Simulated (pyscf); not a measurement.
A first-order saddle from PySCF, ωB97X-D3(BJ)/def2-SVP:

```
Ge
H 1 1.6232
Se 2 1.9711 1 91.69
H 3 1.4683 2 101.40 1 76.88
Se 1 2.1364 2 152.36 3 -61.07
```
Charge 0, spin multiplicity 1.

Surface: singlet, charge 0. Lowest wavenumbers (cm⁻¹): 1298i, 74, 156, 236, 410.

Question: Which two sides does it connect, and which bonds change?

Answer: :Ge=Se [singlet] + H₂Se ⇌ Se=GeH–SeH, an insertion read from left to right: H–Se broken and Ge–Se, Ge–H formed. At CCSD(T)/def2-TZVPP + ΔMP2(QZVPP) it lies +37.0 kcal/mol from the left side and +47.2 kcal/mol from the right (each side as separated species at their lowest minima found). On the reactant side the descent ends in a complex (not fully relaxed), 6.3 kcal/mol under the separated species and 42.2 kcal/mol under the saddle at ωB97X-D3(BJ)/def2-TZVP. This is the saddle that the search found; another between the same sides may lie lower. The CCSD(T) − MP2 part came from Ansatz, without density fitting, on the same reference. The frozen core leaves the outer d or s,p core shells of the metals and heavy elements correlated in the MP2 and CC values, and def2-TZVPP describes them poorly, which can shift differences by a few kcal/mol. Elements up to Kr have no core potential and no relativistic terms here.
